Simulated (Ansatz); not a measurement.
C$_{6}$H$_{16}$O$_{4}$Zr, SMILES `CC[O][Zr]([OH])([O]CC)[O]CC`, relaxed with RKS PBE0-D4/def2-TZVP in Ansatz 0.2.0 from a PBE-D4/def2-SVP geometry. The force threshold is 0.005 eV/Å; the program also tests the step.

The species carries charge 0 and has multiplicity 1. Zr: def2 effective core potential.

Start:

```xyz
27

C     3.199   -0.127   -1.129
C     2.801   -0.179    0.345
O     1.457   -0.524    0.512
Zr   -0.372   -1.175    0.400
O    -0.375   -3.118    0.343
O    -1.167   -0.473   -1.229
C    -1.561    0.063   -2.457
C    -0.405    0.754   -3.176
O    -1.376   -0.530    1.935
C    -2.040    0.083    3.000
C    -1.681    1.561    3.125
H     3.042   -1.115   -1.612
H     4.268    0.147   -1.241
H     2.589    0.623   -1.675
H     3.445   -0.916    0.884
H     2.991    0.814    0.823
H    -0.437   -4.080    0.351
H    -2.393    0.791   -2.297
H    -1.974   -0.749   -3.103
H     0.421    0.038   -3.369
H    -0.737    1.172   -4.149
H     0.000    1.585   -2.562
H    -3.144   -0.025    2.865
H    -1.789   -0.446    3.951
H    -1.953    2.110    2.199
H    -0.591    1.687    3.291
H    -2.218    2.030    3.975
```

**Question.** How much energy does the relaxation release, and in how many steps? (Estimate.)

**Answer.** Computed: 2.82 kcal/mol, in 47 steps, 6 of them rejected.

**Question.** Which bonds change most? (Best estimate.)

**Answer.** Ansatz gave: O3–Zr4 from 1.944 to 1.924 Å; C2–H15 from 1.118 to 1.098 Å; C2–H16 from 1.117 to 1.098 Å; C7–H19 from 1.117 to 1.098 Å.

**Question.** Give the relaxed structure. (Estimate.)

**Answer.** Ansatz gave: 
```xyz
27

C     2.991    0.416   -0.910
C     2.634   -0.171    0.439
O     1.330   -0.652    0.458
Zr   -0.491   -1.257    0.315
O    -0.562   -3.181    0.526
O    -1.177   -0.747   -1.411
C    -1.565   -0.290   -2.665
C    -0.501    0.585   -3.293
O    -1.532   -0.385    1.682
C    -2.068    0.386    2.707
C    -1.025    1.292    3.328
H     2.903   -0.340   -1.693
H     4.018    0.791   -0.907
H     2.322    1.244   -1.159
H     3.324   -0.988    0.685
H     2.748    0.592    1.220
H    -0.711   -4.109    0.674
H    -2.503    0.273   -2.570
H    -1.772   -1.150   -3.314
H     0.433    0.030   -3.409
H    -0.822    0.933   -4.278
H    -0.304    1.458   -2.667
H    -2.898    0.986    2.312
H    -2.490   -0.278    3.473
H    -0.615    1.974    2.580
H    -0.203    0.703    3.741
H    -1.463    1.887    4.134
```
